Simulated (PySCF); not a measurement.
Screening by computed properties: pick the candidate that meets the target.

Each SMILES stands for a single optimised conformer of the isolated species, non-relativistic unless stated. Electronic properties by PySCF.

The conformers computed, where there is a choice (atom-mapped SMILES and torsion angles):
- `[CH:1]#[C:2][C:3]#[C:4][Si@H:5]([NH:6][SiH3:7])[SiH2:8][NH2:9]`: C4–Si5–N6–Si7 -71°, C4–Si5–Si8–N9 -77°, H–N9–Si8–Si5 -49°, H–N9–Si8–Si5 172°
- `[CH3:1][NH:2][SiH2:3][Si:4]([CH3:5])([SiH3:6])[SiH3:7]`: C1–N2–Si3–Si4 174°, N2–Si3–Si4–C5 171°
- `[CH3:1][CH2:2][C:3]1=[C:4]([CH2:5][CH:6]=[O:7])[CH2:8][SiH2:9]1`: C1–C2–C3–C4 -116°, C3–C4–C5–C6 87°, C4–C5–C6–O7 106°
- `[CH3:1][C:2](=[O:3])[O:4][SiH2:5][SiH2:6][O:7][SiH3:8]`: C1–C2–O4–Si5 179°, C2–O4–Si5–Si6 0°, O4–Si5–Si6–O7 180°
- `[CH3:1][CH2:2][Si@H:3]1[C:4](=[O:5])[CH:6]=[C:7]1[O:8][SiH3:9]`: C1–C2–Si3–C4 -153°, C6–C7–O8–Si9 1°
- `[CH2:1]=[C:2]([CH3:3])[C@@H:4]1[CH2:5][C@@:6]1([SiH3:7])[CH:8]=[O:9]`: C1–C2–C4–C5 -26°, C5–C6–C8–O9 31°

Problem. Wanted: dipole moment below 1.4 D (PBE0/pcSseg-1) and HOMO energy above -7.1 eV (PBE0/pcSseg-1), at GFN2-xTB geometries. Which candidate meets both?
A. `CN[SiH2][Si](C)([SiH3])[SiH3]`
B. `C#CC#C[Si@H](N[SiH3])[SiH2]N`
C. `CCC1=C(CC=O)C[SiH2]1`
D. `C1=C([Si@H](C1=O)CC)O[SiH3]`
E. `CC(=O)O[SiH2][SiH2]O[SiH3]`

Solution. A. Computed values:
| species | dipole moment | HOMO energy |
| --- | --- | --- |
| CN[SiH2][Si](C)([SiH3])[SiH3] | 0.76 D | -6.70 eV |
| C#CC#C[Si@H](N[SiH3])[SiH2]N | 1.02 D | -7.20 eV |
| CC(=O)O[SiH2][SiH2]O[SiH3] | 1.81 D | -7.92 eV |
| CCC1=C(CC=O)C[SiH2]1 | 2.78 D | -7.03 eV |
| C1=C([Si@H](C1=O)CC)O[SiH3] | 4.11 D | -6.30 eV |

Problem. Wanted: HOMO–LUMO gap between 5.6 eV and 6.2 eV (PBE0/pcSseg-1) and smallest rotational constant above 0.5 GHz (GFN2-xTB), at GFN2-xTB geometries. Which candidate meets both?
A. `C=C(C)[C@@H]1C[C@@]1([SiH3])C=O`
B. `CC[Si@H]1C(=O)C=C1O[SiH3]`
C. `C#CC#C[Si@H](N[SiH3])[SiH2]N`
D. `CCC1=C(CC=O)C[SiH2]1`

Solution. D. Computed values:
```csv
species,HOMO–LUMO gap,smallest rotational constant
CC[Si@H]1C(=O)C=C1O[SiH3],5.24 eV,0.532 GHz
C#CC#C[Si@H](N[SiH3])[SiH2]N,5.89 eV,0.401 GHz
CCC1=C(CC=O)C[SiH2]1,6.11 eV,0.729 GHz
C=C(C)[C@@H]1C[C@@]1([SiH3])C=O,6.28 eV,0.888 GHz
```
